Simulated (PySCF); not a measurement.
Magnetisability: `COC[SiH2]SC1CC1`, C5H12OSSi

Cartesian coordinates in Å; atom numbers follow the order of the lines, from 1:
```xyz
20

C     4.2804    0.1418   -0.3567
O     2.9995   -0.0535    0.1849
C     1.9801   -0.0781   -0.7919
Si    0.3779   -0.3286    0.1882
S    -1.2374   -0.1831   -1.2150
C    -2.6036   -0.5128   -0.0871
C    -3.0791    0.5684    0.8302
C    -3.9163    0.1545   -0.3406
H     4.3417    1.0978   -0.8918
H     4.5444   -0.6653   -1.0514
H     4.9780    0.1467    0.4784
H     1.9775    0.8595   -1.3645
H     2.1601   -0.8894   -1.5110
H     0.3349   -1.6577    0.7956
H     0.2214    0.7143    1.1989
H    -2.5945   -1.5341    0.2653
H    -2.5837    1.5255    0.7777
H    -3.3934    0.2887    1.8248
H    -4.8180   -0.4126   -0.1662
H    -3.9751    0.8288   -1.1803
```

Method used: GIAO B3LYP/pcSseg-1 magnetisability, rotational g tensor and spin-rotation constants, non-relativistic, gas phase in PySCF. Geometry: GFN2-xTB.

(1) What are the magnetisability and the molar susceptibility?

(2) Split it along the inertial axes a, b, c into diamagnetic and paramagnetic parts about the centre of mass, with the quadrupole moment.

(3) And the rotational g tensor?

Answers

(1) Isotropic -1695 × 10⁻³⁰ J/T², or -102.1 × 10⁻⁶ cm³/mol; principal values -1854, -1642, -1589 × 10⁻³⁰ J/T², anisotropy 243 × 10⁻³⁰ J/T² (root of half the summed squared differences of the principal values). The susceptibility is in cgs units.

(2) 
| axis | χ (10⁻⁶ cm³/mol) | diamagnetic (10⁻⁶ cm³/mol) | paramagnetic (10⁻⁶ cm³/mol) | summed x² of all electrons (Å²) | quadrupole Θ (D Å) |
| --- | --- | --- | --- | --- | --- |
| a | -106.2 | -371.5 | 265.3 | 569.2 | +12.12 |
| b | -99.8 | -2544.9 | 2445.2 | 56.9 | -7.81 |
| c | -100.3 | -2655.8 | 2555.6 | 30.7 | -4.31 |

Anisotropies 2χaa − χbb − χcc = -12.3 and 2χbb − χaa − χcc = +6.9 × 10⁻⁶ cm³/mol. Θ is traceless in Buckingham's convention.

(3) 
```csv
axis,rotational constant (GHz),g,nuclear part,electronic part
a,5.4271,-0.0326,0.6439,-0.6765
b,0.5053,-0.0018,0.5786,-0.5804
c,0.4814,-0.0020,0.5759,-0.5779
```
Asymmetric top; isotopes 12C, 1H, 16O, 32S, 28Si; no vibrational averaging.
